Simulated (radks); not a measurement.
Values are calculated unless marked as measured or tabulated.
Q: The mean radii <r> (bohr) of the occupied orbitals of an atom or ion are listed with their occupations. Level of theory: non-relativistic Kohn-Sham, r2SCAN, spin-polarised, spherical densities, point nucleus; meta-GGA in the generalised Kohn-Sham scheme (a radial shooting solver on a logarithmic mesh with Libxc functionals).

orbital  occ.     <r>
1s up       1  0.1116
1s down     1  0.1112
2s up       1  0.5303
2s down     1  0.5372
2p up       3  0.4818
2p down     1  0.4916

Name the element and its charge. Open shells, if any, are filled with parallel spins first.

A: Z = 14, silicon, charge +6: Si6+ in [He] 2s2 2p4. The 1s radius gives Z: for a bare nucleus <r> = 1.5/Z, 0.1071 bohr for Z = 14, and screening makes it slightly larger (0.1116 here). The occupations add up to 8, and the charge is Z minus that.
